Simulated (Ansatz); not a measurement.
C$_{14}$H$_{12}$, SMILES `C(=C/c1ccccc1)/c1ccccc1` at its PBE0-D4/def2-TZVP geometry, where that method's forces vanish. Total charge 0; spin multiplicity 1.

```xyz
26

C     1.8782    0.3157    0.7143
C     1.4543    1.4195    0.0874
C     0.1998    1.6470   -0.6361
C    -0.3975    2.9072   -0.5878
C    -1.5746    3.1660   -1.2709
C    -2.1661    2.1723   -2.0358
C    -1.5666    0.9224   -2.1162
C    -0.3964    0.6620   -1.4260
C     1.1612   -0.9383    0.9635
C    -0.1976   -0.9713    1.2832
C    -0.8343   -2.1725    1.5387
C    -0.1284   -3.3671    1.4838
C     1.2258   -3.3476    1.1870
C     1.8646   -2.1433    0.9406
H     2.8905    0.3427    1.1108
H     2.1301    2.2715    0.0970
H     0.0667    3.6895    0.0040
H    -2.0277    4.1491   -1.2108
H    -3.0834    2.3733   -2.5771
H    -2.0115    0.1459   -2.7283
H     0.0700   -0.3125   -1.5018
H    -0.7532   -0.0433    1.3375
H    -1.8889   -2.1769    1.7900
H    -0.6300   -4.3069    1.6838
H     1.7891   -4.2733    1.1533
H     2.9262   -2.1311    0.7159
```

(1) What forces (eV/Å) does ωB97M-V/def2-TZVPP give on these atoms in Ansatz? (Estimate.)

## Answers

(1) Computed: 
```
C1   0.178  0.440 -0.094
C2   0.401 -0.139  0.234
C3  -0.330  0.063 -0.178
C4   0.077  0.001  0.088
C5  -0.072  0.095 -0.014
C6  -0.074  0.016 -0.045
C7  -0.081 -0.060 -0.081
C8   0.105 -0.042  0.028
C9  -0.181 -0.330  0.055
C10  0.030  0.113  0.004
C11 -0.117 -0.043  0.033
C12 -0.041 -0.076  0.017
C13  0.033 -0.116  0.005
C14  0.071  0.076 -0.052
H15 -0.078  0.016 -0.007
H16 -0.029 -0.072 -0.018
H17 -0.026 -0.048 -0.039
H18  0.033 -0.073 -0.005
H19  0.068 -0.016  0.040
H20  0.029  0.055  0.046
H21 -0.023  0.048 -0.002
H22  0.025 -0.047  0.002
H23  0.074 -0.001 -0.021
H24  0.036  0.070 -0.015
H25 -0.042  0.068  0.003
H26 -0.065  0.001  0.017
```
